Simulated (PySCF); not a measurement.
**Worked example: oscillator strength and radiative lifetime**

In(Cl)(Me)(vinyl) (C3H6ClIn), SMILES C=[CH][In]([CH3])[Cl].

Geometry optimised at B3LYP-D3(BJ)/def2-SVP. The structure was generated by enumeration; whether it is a known compound was not checked. The def2 effective core potentials stand for the cores of In; spin–orbit coupling is left out. Other conformers were not sampled.

TDDFT-PBE0/def2-SVPD (PySCF) puts the first singlet state with f over 0.02 at 5.68 eV (vertical), with the transition dipole (0.147, 0.675, 0.000) in atomic units.

### Question
Find the oscillator strength, the wavelength and the radiative lifetime that this transition would have in vacuum if emission retraced absorption.

### Answer

|μ|² = 0.4772 au, so |μ| = 1.76 D. ΔE = 5.68/27.211 = 0.2087 hartree. f = (2/3) ΔE |μ|² = 0.066 (the program prints 0.066).
λ = 1239.84/5.68 = 218 nm; ν = 45812 cm⁻¹.
Einstein's coefficient A = 0.6670 ν² f s⁻¹ (ν in cm⁻¹) = 9.3e7 s⁻¹, so τ = 1/A = 11 ns. This state is S3; the lower singlets have f = 0.000, 0.001. The figure is the radiative limit of this one transition; relaxation, internal conversion, crossing to triplets and a medium change what is measured.
